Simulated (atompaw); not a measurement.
Before and after: PAW (atompaw) potential for Ru (Z = 44)

| Property | Result |
| --- | --- |
| Element | Ru (Z = 44) |
| Generator | atompaw 4.2.0.5 |
| Type | PAW |
| Functional | LDA (PW92) |
| Relativity | scalar-relativistic |
| Frozen core | [Ar] 3d10 4s2 |
| Valence charge | 14 |
| Reference configuration | 4p6 4d8 5s0 5p0 |
| Partial waves | 5s (bound, empty): rc 2.45 bohr; 5s channel at 0.75 Ry: rc 2.45 bohr; 4p (bound): rc 1.30 bohr; 5p (bound, empty): rc 2.35 bohr; 4d (bound): rc 2.45 bohr; 4d channel at 0.15 Ry: rc 2.45 bohr |
| Local potential | ultrasoft scheme with l = 3 at 1 Ry, radius 1.85 bohr |
| Core correction | smooth core density matched at 1.60 bohr |
| Augmentation charge | besselshape compensation charge, radius 2.05 bohr; PAW radius 2.45 bohr; waves and projectors: custom rrkj vanderbiltortho |

All-electron outer shells of the reference configuration (LDA (PW92), scalar-relativistic, ld1.x):

| shell | level (eV) | outermost node (bohr) | outermost maximum (bohr) |
| --- | --- | --- | --- |
| 3d | -270.60 | – | 0.30 |
| 4s | -73.72 | 0.48 | 0.91 |
| 4p | -43.91 | 0.49 | 0.98 |
| 5s | -3.68 | 1.24 | 2.80 |
| 4d | -3.39 | 0.48 | 1.23 |
| 5p | -0.60 | 1.42 | 4.17 |

Change: all radii scaled by about 1.17 (s 2.88, p 1.52, d 2.88 bohr); local potential ultrasoft scheme with l = 3 at 1 Ry, radius 2.16 bohr; augmentation besselshape compensation charge, radius 2.40 bohr; PAW radius 2.88 bohr; waves and projectors: custom rrkj vanderbiltortho; core correction smooth core density matched at 1.88 bohr.

Cutoffs: the cutoffs (Ry, on a coarse ladder) from which the occupation-weighted sum of valence levels, in a spherical-Bessel basis at the reference potential, stays within 10 and 1 mRy of its value at 400 Ry; they do not see the model core or the augmentation charge, which bear on the density cutoff.

Task: What does the change do?

Result: The potential gets softer (45 Ry and 80 Ry → 35 Ry and 60 Ry); both files keep a bound ghost (s). A larger radius leaves more room for a smooth pseudo-wave, so fewer plane waves are needed.

```csv
quantity,base,changed
"cutoff, loose",45 Ry,35 Ry
"cutoff, tight",80 Ry,60 Ry
loose cutoff by channel (10 mRy a level),"p 35 Ry, d 15 Ry","p 30 Ry, d 8 Ry"
bound ghosts,s,s
lowest overlap eigenvalue by channel,"s 0.46, p 0.41, d 1.00","s 0.32, p 0.46, d 0.34"
```

 A true bound ghost makes a file unfit for plane-wave use even where its test errors are small: the radial tests pick states by their node count and pass the ghost by. The cutoffs see the waves, projectors and local potential, not the compensation charge or the core.
